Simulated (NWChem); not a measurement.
System: C2H4N2Si; SMILES N#C/N=C\[SiH3]

Input file for NWChem:

```
start job
memory heap 200 mb stack 900 mb global 1100 mb
geometry units angstroms noautoz
  N     -0.950558    -2.263485     0.000175
  C     -0.029733    -1.550582     0.000060
  N      1.096621    -0.838468     0.000108
  C      1.082993     0.445003    -0.000584
  Si    -0.466570     1.571893    -0.001890
  H      2.083443     0.909167    -0.000306
  H     -1.261367     1.282769     1.225783
  H      0.003331     2.985461    -0.008383
  H     -1.266887     1.272891    -1.223546
end
basis spherical
  N library pcseg-2
  C library pcseg-2
  Si library pcseg-2
  H library pcseg-2
end
dft
  xc hfexch
  iterations 150
  semidirect filesize 400000000
  mulliken
end
task dft energy
```

NWChem printed, in part:

```
             Northwest Computational Chemistry Package (NWChem) 7.3.0
             --------------------------------------------------------

 C1  symmetry detected

                             Geometry "geometry" -> ""
                             -------------------------

 Output coordinates in angstroms (scale by  1.889725989 to convert to a.u.)

  No.       Tag          Charge          X              Y              Z
 ---- ---------------- ---------- -------------- -------------- --------------
    1 N                    7.0000    -0.92879119    -2.27849809     0.00003146
    2 C                    6.0000    -0.01750390    -1.55344303    -0.00004134
    3 N                    7.0000     1.09930482    -0.82645062    -0.00003346
    4 C                    6.0000     1.06865265     0.45672686     0.00001626
    5 Si                  14.0000    -0.49572247     1.56296316    -0.00002607
    6 H                    1.0000     2.06285758     0.93412087     0.00016205
    7 H                    1.0000    -1.28611599     1.26262384     1.22779734
    8 H                    1.0000    -0.04461629     2.98264353    -0.00589531
    9 H                    1.0000    -1.29249862     1.25406553    -1.22153453

 Effective nuclear repulsion energy (a.u.)     184.3604365130

  xc_inp: hfexch multiplicative factor not found.

                                 NWChem DFT Module
                                 -----------------

 Summary of "ao basis" -> "ao basis" (spherical)
 ------------------------------------------------------------------------------
       Tag                 Description            Shells   Functions and Types
 ---------------- ------------------------------  ------  ---------------------
 N                          pcseg-2                 10       30   4s3p2d1f
 C                          pcseg-2                 10       30   4s3p2d1f
 Si                         pcseg-2                 12       34   5s4p2d1f
 H                          pcseg-2                  6       14   3s2p1d

            General Information
            -------------------
          SCF calculation type: DFT
          Wavefunction type:  closed shell.
          No. of atoms     :     9
          No. of electrons :    44
           Alpha electrons :    22
            Beta electrons :    22
          Charge           :     0
          Spin multiplicity:     1
          Use of symmetry is: off; symmetry adaption is: off
          Maximum number of iterations: 150
          AO basis - number of functions:   210
                     number of shells:    76
          Convergence on energy requested:  1.00D-06
          Convergence on density requested:  1.00D-05
          Convergence on gradient requested:  5.00D-04

              XC Information
              --------------
                     Hartree-Fock (Exact) Exchange  1.000

      Superposition of Atomic Density Guess
      -------------------------------------

 Sum of atomic energies:        -474.78621914

      Non-variational initial energy
      ------------------------------

 Total energy =    -477.026420
 1-e energy   =   -1017.061187
 2-e energy   =     355.674331
 HOMO         =      -0.295015
 LUMO         =      -0.086768

------------------------------------------------------------
EAF file 0: "./job.aoints.0" size=559939584 bytes
------------------------------------------------------------
               write      read    awrite     aread      wait
               -----      ----    ------     -----      ----
     calls:     1068         0         0         0         0
   data(b): 5.60e+08  0.00e+00  0.00e+00  0.00e+00
   time(s): 0.00e+00  0.00e+00  0.00e+00  0.00e+00  0.00e+00
rate(mb/s): 0.00e+00  0.00e+00
------------------------------------------------------------

     ---------------------------------------------
      Total Density - Mulliken Population Analysis
     ---------------------------------------------

    Atom       Charge   Shell Charges
 -----------   ------   -------------------------------------------------------
    1 N    7     7.82   2.00  0.67  0.81  0.30  1.60  1.85  0.54  0.01  0.04  0.00
    2 C    6     5.30   2.00  0.58  0.39  0.05  1.07  0.93  0.16  0.02  0.08  0.02
    3 N    7     7.47   2.00  0.62  0.74  0.21  1.53  1.88  0.42  0.01  0.05  0.01
    4 C    6     5.74   2.00  0.58  0.51  0.14  1.07  1.15  0.22  0.01  0.06  0.01
    5 Si  14    13.41   2.00  0.47  1.52  0.78  0.50  5.92  0.52  1.35  0.25  0.01  0.10  0.01
    6 H    1     0.93   0.39  0.45  0.04  0.01  0.03  0.00
    7 H    1     1.10   0.36  0.57  0.15  0.00  0.02  0.00
    8 H    1     1.12   0.37  0.58  0.15  0.00  0.02  0.00
    9 H    1     1.10   0.36  0.57  0.15  0.00  0.02  0.00

   convergence    iter        energy       DeltaE   RMS-Dens  Diis-err
 ---------------- ----- ----------------- --------- --------- ---------
 d= 0,ls=0.0,diis     1   -475.7817624899 -6.60D+02  3.33D-03  7.53D-01
 d= 0,ls=0.0,diis     2   -475.8459128318 -6.42D-02  1.60D-03  5.34D-01
 d= 0,ls=0.0,diis     3   -475.9038871463 -5.80D-02  5.80D-04  1.41D-02
 d= 0,ls=0.0,diis     4   -475.9069065062 -3.02D-03  1.53D-04  3.04D-03
 d= 0,ls=0.0,diis     5   -475.9073515311 -4.45D-04  7.42D-05  2.17D-04
  Resetting Diis
 d= 0,ls=0.0,diis     6   -475.9074029830 -5.15D-05  2.96D-05  2.43D-05
 d= 0,ls=0.0,diis     7   -475.9074110842 -8.10D-06  7.94D-06  3.88D-06
 d= 0,ls=0.0,diis     8   -475.9074121895 -1.11D-06  4.20D-06  1.00D-06
 d= 0,ls=0.0,diis     9   -475.9074126205 -4.31D-07  6.99D-06  6.57D-07

         Total DFT energy =     -475.907412620518
      One electron energy =    -1019.302461450766
           Coulomb energy =      404.346774792807
    Exchange-Corr. energy =      -45.312162475576
 Nuclear repulsion energy =      184.360436513017

 Numeric. integr. density =        0.000000000000

                       DFT Final Molecular Orbital Analysis
                       ------------------------------------

[...]
```

Level: Hartree-Fock/pcseg-2. Structure relaxed at the PBE0/def2-SVP level.
